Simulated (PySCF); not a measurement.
Several molecules and their computed UV-vis stick spectra, shuffled. The calculation used TDDFT PBE0/def2-SVPD, vertical, gas phase, core orbitals frozen in the response (PySCF). Geometries: PBE0-D3(BJ)/def2-SVP; one conformer of each isolated species. Triplets are in the Tamm–Dancoff approximation. Relativistic effects are left out although some hold elements past zinc.

A. `O=C([SiH3])C(F)(F)F`
B. `CCO[SiH2]S[SiH3]`
C. `[C@@H]1(/C=C\F)CBCCC1`
D. `CS[SiH2]C(=O)N(C)C`
E. `N#[C][Ga]([C]#N)[C]#N`

Lowest singlet levels (six at most, fewer where fewer were computed) with oscillator strengths:

1. 5.21 eV (f 0.000); 5.24 eV (f 0.000 summed over 2 states); 5.76 eV (f 0.165 summed over 2 states); 5.84 eV (f 0.000 summed over 2 states); 6.11 eV (f 0.000); 6.24 eV (f 0.001) [of 10 roots; the last level is left out, as the window may have cut its degenerate partner]; T1 4.77 eV
2. 4.70 eV (f 0.006); 5.29 eV (f 0.004); 5.51 eV (f 0.002); 5.87 eV (f 0.112); 6.04 eV (f 0.011); 6.24 eV (f 0.014); T1 4.08 eV
3. 6.07 eV (f 0.020); 6.46 eV (f 0.004); 6.52 eV (f 0.014); 7.04 eV (f 0.028); 7.07 eV (f 0.012); 7.22 eV (f 0.012); T1 5.69 eV
4. 5.38 eV (f 0.002); 5.70 eV (f 0.001); 6.17 eV (f 0.001); 6.66 eV (f 0.016); 7.18 eV (f 0.016); 7.23 eV (f 0.008); T1 4.40 eV
5. 3.41 eV (f 0.001); 6.73 eV (f 0.006); 6.84 eV (f 0.007); 7.11 eV (f 0.060); 7.37 eV (f 0.020); 7.71 eV (f 0.251); T1 2.68 eV

Problem. Match each spectrum to its molecule.

Solution. 1 = E, 2 = D, 3 = B, 4 = C, 5 = A.
- A: S1 at 3.41 eV, HOMO→LUMO (98%); Löwdin shares by element: HOMO oxygen 49%, carbon 26%, silicon 12%; LUMO carbon 44%, oxygen 34%, silicon 10%; HOMO -8.09 and LUMO -2.48 eV.
- B: S1 at 6.07 eV, HOMO→LUMO (97%); Löwdin shares by element: HOMO sulfur 69%, silicon 18%; LUMO silicon 39%, sulfur 26%, hydrogen 8% or more (atoms not listed hold the other 27%); HOMO -7.55 and LUMO -0.15 eV.
- C: S1 at 5.38 eV, HOMO→LUMO (89%), HOMO-2→LUMO (10%); Löwdin shares by element: HOMO carbon 66% or more, fluorine 13% (atoms not listed hold the other 21%); LUMO boron 48%, carbon 25% or more, hydrogen 8% or more (atoms not listed hold the other 19%); HOMO -7.17 and LUMO -0.76 eV.
- D: S1 at 4.70 eV, HOMO-1→LUMO (56%), HOMO→LUMO (36%); Löwdin shares by element: HOMO sulfur 49%, oxygen 16%, silicon 10%, carbon 8% or more (atoms not listed hold the other 17%); LUMO carbon 25% or more, oxygen 19%, silicon 19%, nitrogen 10% (atoms not listed hold the other 26%); HOMO -6.99 and LUMO -0.55 eV.
- E: S1 at 5.21 eV, HOMO-2→LUMO (89%); Löwdin shares by element: HOMO (one of a set within 0.03 eV) nitrogen 57%, carbon 13% or more (atoms not listed hold the other 30%); LUMO gallium 40%, carbon 38% (atoms not listed hold the other 22%); HOMO -10.89 and LUMO -4.24 eV; point group D3h, 6 of its 9 listed states under f = 0.0005.
